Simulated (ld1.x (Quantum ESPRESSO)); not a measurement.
sulfur (S): one change to a TM semilocal potential, before and after

```json
{
 "Element": "S (Z = 16)",
 "Generator": "ld1.x (Quantum ESPRESSO) 7.5",
 "Type": "norm-conserving Troullier–Martins (semilocal form)",
 "Functional": "PBE",
 "Relativity": "scalar-relativistic",
 "Frozen core": "[Ne]",
 "Valence charge": "6",
 "Reference configuration": "3s2 3p4",
 "Partial waves": "3p (bound): rc 1.30 bohr; 3s (bound): rc 1.10 bohr",
 "Local potential": "the s channel",
 "Core correction": "a·sin(br)/r model core inside 0.90 bohr"
}
```

Change: all radii but the core radius scaled by about 1.27 (s 1.40, p 1.66 bohr).

Cutoffs: the cutoffs (Ry, on a coarse ladder) from which the occupation-weighted sum of valence levels, in a spherical-Bessel basis at the reference potential, stays within 10 and 1 mRy of its value at 400 Ry; they do not see the model core or the augmentation charge, which bear on the density cutoff. Errors are all-electron minus pseudo energies relative to the spin-unpolarised reference configuration.

Question: What does the change do?

Answer: The potential gets softer (70 Ry and 140 Ry → 40 Ry and 60 Ry); of the 7 tests that both files solve, the error grows in 1 and shrinks in 2 by more than 15 % and 0.3 meV (median size 6.3 → 4.2 meV); neither file shows a bound ghost. A larger radius leaves more room for a smooth pseudo-wave, so fewer plane waves are needed. A semilocal file is local in each channel, so a ghost entry of none says nothing of the separable form that plane-wave codes build from it.

```csv
quantity,base,changed
"cutoff, loose",70 Ry,40 Ry
"cutoff, tight",140 Ry,60 Ry
loose cutoff by channel (10 mRy a level),"p 10 Ry, s 50 Ry","p 10 Ry, s 21 Ry"
bound ghosts,none,none
"error for 3s2 3p3, meV [ΔE 11.77 eV]",+3.5,+2.7
"error for 3s2 3p2, meV [ΔE 34.05 eV]",+25,+22
"error for 3s2 3p1, meV [ΔE 68.09 eV]",+87,+78
"error for 3s1 3p4, meV [ΔE 22.65 eV]",+6.3,+4.2
"error for 3s2 3p4.3, meV [ΔE -1.71 eV]",+0.3,+0.3
"error for 3s2 3p0, meV [ΔE 114.89 eV]",+212,+202
"error for 3s1 3p5, meV [ΔE 10.31 eV]",-0.1,-0.6
```
